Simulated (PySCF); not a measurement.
Spectrum to structure. Method: TDDFT CAM-B3LYP/def2-SVPD, vertical, gas phase, core orbitals frozen in the response in PySCF. Geometries: PBE0-D3(BJ)/def2-SVP, one conformer each.

```json
{"state": "S1", "λ (nm)": "248.9", "f": "0.025"}
{"state": "S2", "λ (nm)": "212.8", "f": "0.012"}
{"state": "S3", "λ (nm)": "206.9", "f": "0.029"}
{"state": "S4", "λ (nm)": "192.9", "f": "0.0061"}
{"state": "S5", "λ (nm)": "184.0", "f": "0.010"}
{"state": "S6", "λ (nm)": "181.7", "f": "0.013"}
{"state": "S7", "λ (nm)": "177.1", "f": "0.074"}
{"state": "S8", "λ (nm)": "174.3", "f": "0.248"}
{"state": "S9", "λ (nm)": "172.3", "f": "0.010"}
{"state": "S10", "λ (nm)": "168.9", "f": "0.0029"}
```

Triplets computed (Tamm–Dancoff): 4.03, 4.79, 5.13, 5.77 eV.

Question: Which structure fits?
A. `O=[S@]1C=CCCC1`
B. `O=S(O)(=O)[C@@H]1C=CC1`
C. `C=C/C=C\[S@@](C)=O`

Answer: A. Its S1 lies at 4.98 eV; the nearest of the others has S1 at 4.53 eV. S1 is HOMO→LUMO (90%). Löwdin shares by element: HOMO oxygen 47%, sulfur 30%, carbon 14% or more; LUMO carbon 59% or more, sulfur 18% (atoms not listed hold the other 23%). At the same level the other candidates give, for their lowest levels:
- `C=C/C=C\[S@@](C)=O`: 274 nm (f 0.067); 217 nm (f 0.299); 215 nm (f 0.435); 206 nm (f 0.003); 200 nm (f 0.035); T1 3.07 eV; HOMO -8.00, LUMO -0.57 eV
- `O=S(=O)(O)[C@@H]1C=CC1`: 178 nm (f 0.203); 166 nm (f 0.004); 163 nm (f 0.008); 159 nm (f 0.028); 156 nm (f 0.002); HOMO -9.36, LUMO 0.52 eV
